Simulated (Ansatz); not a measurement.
`C[SiH](F)[SiH2]O` + `N[SiH2]F` → `C[SiH](F)N[SiH2]F` + silanol  (cleavage of the Si–Si bond)

Calculated with Ansatz (gas phase, PBE0-D4/def2-TZVP geometries, no zero-point term in ΔE). CCSD(T)/CBS is the MP2 limit (def2-TZVPP, def2-QZVPP) plus CCSD(T) − MP2 in def2-TZVPP, frozen cores. DFT in def2-TZVPP. Each species was taken in one conformer, which may not be the lowest.

```csv
species,r2SCANh energy (Eh)
`C[SiH](F)[SiH2]O`,-796.42949
`N[SiH2]F`,-446.56061
`C[SiH](F)N[SiH2]F`,-875.89957
`O[SiH3]`,-367.12516
```

Work out ΔE.

ΔE = (-875.89957) + (-367.12516) − (-796.42949) − (-446.56061) = -0.03463 Eh = -90.9 kJ/mol. CCSD(T)/CBS gives -96.8 kJ/mol.

Largest T1 diagnostic among the species: 0.012.

From BLYP to BHLYP (50 % exact exchange), in def2-TZVPP and without D4, ΔE moves by −17.4 kJ/mol. Leaving LDA and LC-ωPBE aside and taking each functional with its dispersion term where it has one, the values, not all of them listed here, spread over 27.3 kJ/mol, from BHLYP-D4 to PBE-D4. LDA lies −7.6 kJ/mol from PBE without D4.
